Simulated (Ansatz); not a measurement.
`[CH3][Al]([F])[F]` + HBr → `[F][Al]([F])[Br]` + CH₄  (ligand exchange at the Al–C bond)

Gas-phase electronic energies from Ansatz, PBE0-D4/def2-TZVP geometries. CCSD(T)/CBS is the MP2 limit (def2-TZVPP, def2-QZVPP) plus CCSD(T) − MP2 in def2-TZVPP, frozen cores. This one scheme is used for every species. DFT in def2-TZVPP. HSE06 is defined as in plane-wave codes. For Br outer-core shells are correlated without core-valence functions, which leaves a few kJ/mol of doubt a bond. Scalar relativity is left out up to krypton.

```tsv
level	ΔE (kJ/mol)
revPBE-D4	-139.9
HSE06-D4	-144.7
CAM-B3LYP-D4	-143.3
B2PLYP	-147.3
r2SCANh	-150.2
CCSD/def2-TZVPP	-147.2
MP2/def2-QZVPP	-152.9
HF/CBS(def2)	-163.2
```

Q: What does CCSD(T)/CBS give? (Estimate.)

A: Computed: -149.1 kJ/mol. The listed levels differ from it by 9.2, 4.4, 5.8, 1.8, -1.1, 1.9, -3.8, -14.1 kJ/mol.

Largest T1 diagnostic among the species: 0.012.

From BLYP to BHLYP (50 % exact exchange), in def2-TZVPP and without D4, ΔE moves by −12.1 kJ/mol. Leaving LDA and LC-ωPBE aside and taking each functional with its dispersion term where it has one, the values, not all of them listed here, spread over 14.6 kJ/mol, from BHLYP-D4 to PBE-D4. LDA lies +6.7 kJ/mol from PBE without D4.
